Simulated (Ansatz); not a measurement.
```yaml
crystal:
  periodic: [false, false, false]
  atoms:
    - {symbol: Rh, position_ang: [0.500152, -0.965748, 0.622847]}
    - {symbol: Rh, position_ang: [0.450152, -1.265748, 0.322847]}
    - {symbol: Rh, position_ang: [0.902581, 1.033107, -0.165386]}
basis:
  gaussian: {orbitals: def2-SVPD}
total_charge: -1
hamiltonian: {xc: {name: PBE0}, dispersion: d4}
scf: {omitted_lower_state_checks: [starts]}
output: {forces: true}
```

```sh
$ ansatz run in.yaml --threads 4 --pin off --events-out ev --progress --plain --max-ram 3916MiB
```

Output, abridged:

```
Functional definition: PBE0
1020 factors; integrals over basis functions are off by at most 2.3e-4 eV
mean field evaluation 1: about -4874.6340 eV, gradient 9.8e1 eV
mean field evaluation 2: about -4338.8211 eV, gradient 3.0e2 eV
mean field evaluation 4: about -4881.7591 eV, gradient 6.2e1 eV
mean field evaluation 8: about -4892.7331 eV, gradient 1.6e0 eV
mean field evaluation 16: about -4893.9278 eV, gradient 2.1e-1 eV
mean field evaluation 32: about -4893.9299 eV, gradient 6.4e-4 eV
a density is far from that of the atoms, so the factors are made again for it
1202 factors; integrals over basis functions are off by at most 1.6e-4 eV
mean field -4893.92919169 eV, -179.8485805702 hartree, gradient 6.5e-6 eV, S^2 0.000000; 0 other end points of the search recorded, 0 dependent functions left out
reference -4893.92921084 eV, -179.8485812739 hartree; 26, 26 occupied and 76, 76 virtual orbitals, 1202 factors
Total energy: -4894.05731488 eV, -179.8532890106 hartree
Atom 0 at     0.500152    -0.965748     0.622847 Å, force  2400.939701 14405.753026 14406.522823 eV/Å
Atom 1 at     0.450152    -1.265748     0.322847 Å, force -2400.989061 -14405.991145 -14406.371793 eV/Å
Atom 2 at     0.902581     1.033107    -0.165386 Å, force     0.049361     0.238119    -0.151030 eV/Å
Dipole moment:    -0.096354    -0.492471     0.081765 e Å
Checks for a lower state left out: starts
```

Question: What is wrong with this run?

Answer: One atom was put on top of another. The calculation finished and met its thresholds. The result belongs to that input, not to the species as meant. The restricted singlet is unstable towards broken spin symmetry at other levels; at RKS PBE0-D4/def2-SVPD this wasn't settled.
